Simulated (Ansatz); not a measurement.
Potential energy curve for Mg₂, singlet.

- RKS-PBE = restricted PBE/cc-pVDZ (Ansatz, a first-principles code)
- UKS-PBE = unrestricted PBE/cc-pVDZ (Ansatz)
- UKS-PBE0 = unrestricted PBE0/cc-pVDZ (Ansatz)
- FCI = Ansatz with full CI/cc-pVDZ, frozen core

Energies relative to the lowest point of each curve near equilibrium, in eV; the last columns give the error against full CI:

| R / Å | RKS-PBE | UKS-PBE | UKS-PBE0 | FCI | RKS-PBE − FCI | UKS-PBE − FCI | UKS-PBE0 − FCI |
|---|---|---|---|---|---|---|---|
| 2.71 | 0.382 | 0.382 | 0.417 | 0.512 | -0.130 | -0.130 | -0.094 |
| 2.88 | 0.191 | 0.191 | 0.218 | 0.300 | -0.108 | -0.108 | -0.082 |
| 3.06 | 0.077 | 0.077 | 0.096 | 0.166 | -0.088 | -0.088 | -0.070 |
| 3.30 | 0.012 | 0.012 | 0.020 | 0.073 | -0.061 | -0.061 | -0.052 |
| 3.41 | 0.002 | 0.002 | 0.006 | 0.050 | -0.047 | -0.047 | -0.043 |
| 3.50 | 0.000 | 0.000 | 0.001 | 0.036 | -0.036 | -0.036 | -0.035 |
| 3.60 | 0.002 | 0.002 | 0.000 | 0.025 | -0.023 | -0.023 | -0.025 |
| 3.69 | 0.007 | 0.007 | 0.002 | 0.019 | -0.012 | -0.012 | -0.016 |
| 3.88 | 0.022 | 0.022 | 0.012 | 0.010 | 0.013 | 0.013 | 0.003 |
| 3.97 | 0.031 | 0.031 | 0.019 | 0.007 | 0.024 | 0.024 | 0.012 |
| 4.18 | 0.051 | 0.051 | 0.034 | 0.003 | 0.047 | 0.047 | 0.031 |
| 4.46 | 0.075 | 0.075 | 0.054 | 0.001 | 0.074 | 0.074 | 0.053 |
| 4.81 | 0.098 | 0.098 | 0.074 | 0.000 | 0.098 | 0.098 | 0.074 |
| 5.36 | 0.119 | 0.119 | 0.092 | 0.002 | 0.118 | 0.118 | 0.090 |
| 5.87 | 0.129 | 0.129 | 0.101 | 0.004 | 0.125 | 0.125 | 0.096 |
| 6.45 | 0.135 | 0.135 | 0.106 | 0.007 | 0.128 | 0.128 | 0.098 |
| 7.17 | 0.139 | 0.139 | 0.108 | 0.010 | 0.129 | 0.129 | 0.098 |
| 7.86 | 0.140 | 0.140 | 0.110 | 0.011 | 0.129 | 0.129 | 0.098 |
| 8.86 | 0.141 | 0.141 | 0.110 | 0.012 | 0.129 | 0.129 | 0.098 |
| 9.73 | 0.141 | 0.141 | 0.110 | 0.013 | 0.129 | 0.129 | 0.098 |
| 10.79 | 0.141 | 0.141 | 0.110 | 0.013 | 0.128 | 0.128 | 0.098 |

RKS-PBE is furthest from FCI at 2.71 (-0.130 eV, below); its mean absolute error over the points is 0.084 eV.

UKS-PBE is furthest from FCI at 2.71 (-0.130 eV, below); its mean absolute error over the points is 0.084 eV.

UKS-PBE0 is furthest from FCI at 7.17 (0.098 eV, above); its mean absolute error over the points is 0.065 eV.
